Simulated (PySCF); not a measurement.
CH2=CFCOOEt, C₅H₇FO₂.
Bonds: C1–C2 (double), C2–F3, C2–C4, C4–O5 (double), C4–O6, O6–C7, C7–C8. Hydrogens: H9, H10 on C1; H11, H12 on C7; H13, H14, H15 on C8.

The same species was optimised twice, with GFN2-xTB and with PBE0-D3(BJ)/def2-SVP (PySCF), and the same property calculations (PySCF, gas phase) were run on both structures.

| coordinate | GFN2-xTB | PBE0-D3(BJ)/def2-SVP | change |
| --- | --- | --- | --- |
| C2–F3 (Å) | 1.345 | 1.327 | -0.018 |
| C7–C8 (Å) | 1.516 | 1.505 | -0.011 |
| C1=C2 (Å) | 1.324 | 1.331 | +0.007 |
| C2–C4 (Å) | 1.491 | 1.494 | +0.003 |
| C4=O5 (Å) | 1.206 | 1.204 | -0.002 |
| C4–O6 (Å) | 1.325 | 1.327 | +0.002 |
| O6–C7 (Å) | 1.429 | 1.428 | -0.001 |
| C1–C2–C4 (°) | 123.7 | 122.2 | -1.5 |
| C1–C2–F3 (°) | 121.4 | 122.4 | +1.0 |
| C4–O6–C7 (°) | 116.7 | 116.0 | -0.7 |
| F3–C2–C4 (°) | 114.9 | 115.4 | +0.5 |
| C2–C4–O5 (°) | 123.1 | 123.4 | +0.3 |
| O6–C7–C8 (°) | 108.3 | 108.0 | -0.3 |
| O5–C4–O6 (°) | 125.0 | 124.8 | -0.2 |
| C2–C4–O6 (°) | 111.9 | 111.8 | -0.1 |
| C1–C2–C4–O5 (°) | 0 | 0 | 0 |
| C2–C4–O6–C7 (°) | 180 | 180 | 0 |
| C4–O6–C7–C8 (°) | 180 | -179 | +1 |

Rotational constants: A = 4195, B = 1243, C = 970.4 MHz (GFN2-xTB) against A = 4223, B = 1245, C = 973.4 MHz (PBE0-D3(BJ)/def2-SVP). Point groups within 0.08 Å: Cs and Cs. Atoms that the bonding makes alike are paired by their places after alignment.

On the GFN2-xTB structure: HOMO (eV) -8.03 [PBE0/pcSseg-1]; LUMO (eV) -1.42 [PBE0/pcSseg-1]; dipole (D) 0.89 [PBE0/pcSseg-1]; GIAO shielding of C1 (ppm) 76.5 [PBE0/pcSseg-1]; GIAO shielding of C2 (ppm) 21.5 [PBE0/pcSseg-1]; GIAO shielding of F3 (ppm) 290.2 [PBE0/pcSseg-1]; GIAO shielding of C4 (ppm) 19.4 [PBE0/pcSseg-1]; GIAO shielding of O5 (ppm) -81.6 [PBE0/pcSseg-1]; GIAO shielding of O6 (ppm) 122.7 [PBE0/pcSseg-1]; GIAO shielding of C7 (ppm) 122.3 [PBE0/pcSseg-1]; GIAO shielding of C8 (ppm) 171.1 [PBE0/pcSseg-1].

What do these properties become on the PBE0-D3(BJ)/def2-SVP structure?

| property | level | on GFN2-xTB | on PBE0-D3(BJ)/def2-SVP | change |
| --- | --- | --- | --- | --- |
| HOMO (eV) | PBE0/pcSseg-1 | -8.03 | -7.98 | +0.05 |
| LUMO (eV) | PBE0/pcSseg-1 | -1.42 | -1.40 | +0.02 |
| dipole (D) | PBE0/pcSseg-1 | 0.89 | 0.90 | +0.01 |
| energy, GFN2-xTB geometry as zero (kcal/mol) | PBE0/pcSseg-1 | 0.0 | -0.2 | -0.2 |
| GIAO shielding of C1 (ppm) | PBE0/pcSseg-1 | 76.5 | 74.7 | -1.8 |
| GIAO shielding of C2 (ppm) | PBE0/pcSseg-1 | 21.5 | 21.5 | 0.0 |
| GIAO shielding of F3 (ppm) | PBE0/pcSseg-1 | 290.2 | 294.7 | +4.5 |
| GIAO shielding of C4 (ppm) | PBE0/pcSseg-1 | 19.4 | 19.5 | +0.1 |
| GIAO shielding of O5 (ppm) | PBE0/pcSseg-1 | -81.6 | -78.7 | +2.9 |
| GIAO shielding of O6 (ppm) | PBE0/pcSseg-1 | 122.7 | 122.1 | -0.6 |
| GIAO shielding of C7 (ppm) | PBE0/pcSseg-1 | 122.3 | 122.2 | -0.1 |
| GIAO shielding of C8 (ppm) | PBE0/pcSseg-1 | 171.1 | 169.4 | -1.7 |

The heavy atoms differ by 0.015 Å rms after alignment. Among bonds between heavy atoms C2–F3 changes most (-0.018 Å). Changes are differences of the printed values. Neither structure is proved a minimum here.

Shape of the structure used: `[CH2:1]=[C:2]([F:3])[C:4](=[O:5])[O:6][CH2:7][CH3:8]`: C1–C2–C4–O5 0°, C2–C4–O6–C7 180°, C4–O6–C7–C8 -179°.
